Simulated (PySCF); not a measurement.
Run record: geometry optimisation, `C1CC(=O)C[C@@H]1C/C(=C/Cl)Cl`.

Method: PBE0-D3(BJ)/def2-SVP geometry optimisation, gas phase (PySCF 2.14.0). Start geometry: GFN2-xTB. A driver script takes a list of jobs; this job's settings line and coordinates (Å) are shown.

Input:
```
{"job": {"xc": "PBE0", "basis": "def2-SVP", "d3": "d3bj", "grid": 1, "kind": "geom"}, "charge": 0, "multiplicity": 1}
O     -3.716240    -0.702434     0.024041
C     -2.556678    -0.395230    -0.019381
C     -1.996180     0.895087    -0.578815
C     -0.540924     0.931438    -0.121945
C     -0.137628    -0.546435    -0.046265
C      1.089798    -0.795329     0.837132
C      2.304829    -0.115128     0.288940
Cl     2.884259    -0.747814    -1.210525
C      2.907101     0.916438     0.868435
Cl     4.283992     1.709253     0.217244
C     -1.397340    -1.234060     0.480049
H     -2.585216     1.752863    -0.257497
H     -2.067490     0.835839    -1.667641
H      0.097251     1.497151    -0.797611
H     -0.471436     1.382393     0.869687
H      0.077531    -0.910252    -1.054769
H      0.901175    -0.425826     1.846163
H      1.276540    -1.869995     0.889031
H      2.563027     1.323070     1.805695
H     -1.424410    -1.211704     1.572542
H     -1.500883    -2.272382     0.169031
```

Q: Give the output.

A: 
```
step   0  E = -1305.18367096  max force = 0.015491
step   1  E = -1305.18550100  max force = 0.002540
step   2  E = -1305.18549517  max force = 0.001929
step   3  E = -1305.18558300  max force = 0.000636
step   4  E = -1305.18560861  max force = 0.000439
step   5  E = -1305.18563824  max force = 0.000364
step   6  E = -1305.18566210  max force = 0.000375
step   7  E = -1305.18566658  max force = 0.000254
optimisation converged
```

Energies in Eh; «max force» is the largest Cartesian gradient component in Eh/bohr.

Q: How much energy does the optimisation release, in eV?

A: E(step 0) − E(last step) = 0.001996 Eh, which is 0.054 eV.

Q: Give the first gradient maximum in eV/Å.

A: With 1 Eh/bohr = 51.422 eV/Å, 0.797 eV/Å.

Summary of the converged run: final energy -1305.18567 Eh after 7 steps; dipole 1.71 D.

Rough CPU time on one thread of a shared machine: about 5 min.
Labels such as C1 count atoms from 1, the log's own numbers from 0.
